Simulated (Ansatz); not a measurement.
```xyz
8

F     1.7910   -0.7817    1.3182
Si    0.3778   -0.8911    0.5817
F     0.1889   -2.4419    0.2665
C     0.1945    0.3146   -0.8179
Al   -1.0029    0.9810    0.6142
H     0.9713    0.7495   -1.4464
H    -0.5818   -0.1425   -1.4664
H    -1.9389    2.2122    0.9502
```

Charge 0, multiplicity 1.

List the CAM-B3LYP/def2-TZVPP orbital energies in eV (Ansatz 0.2.0). (An estimate is asked.)

The calculation gave: Occupied: -1802.41, -1527.17, -673.46, -673.41, -278.32, -146.75, -115.18, -102.14, -102.09, -102.05, -75.93, -75.74, -75.69, -34.82, -34.29, -21.19, -17.03, -15.38, -14.89, -14.46, -13.90, -13.71, -13.43, -12.70, -12.11, -9.24, -7.78. Lowest empty: -1.19, 0.27, 0.77, 2.02, 2.25, 3.01, 3.05, 3.54.
